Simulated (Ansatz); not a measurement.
All numbers were calculated with Ansatz.

Basis-set series for CH3ClOS2W (`C[O][W](=[S])(=[S])[Cl]`). Total charge 0; spin multiplicity 1. W: def2 effective core potential. Geometry: relaxed with PBE0-D4/def2-TZVP. It is one conformer, not always the lowest.

```tsv
functional	basis	functions	energy (Eh)	HOMO (eV)	LUMO (eV)
PBE0-D4	def2-TZVPP	286	-1438.55437	-7.22	-2.77
PBE0-D4	def2-QZVPP	495	-1438.59920	-7.24	-2.80
ωB97M-V	def2-TZVPP	286	-1438.90034	-9.18	-0.77
ωB97M-V	def2-QZVPP	495	-1438.94301	-9.20	-0.83
```

Give the rows for def2-SVP. (Estimate.)

The calculation gave: 
```tsv
functional	basis	functions	energy (Eh)	HOMO (eV)	LUMO (eV)
PBE0-D4	def2-SVP	129	-1437.96609	-7.26	-2.78
ωB97M-V	def2-SVP	129	-1438.31122	-9.18	-0.74
```
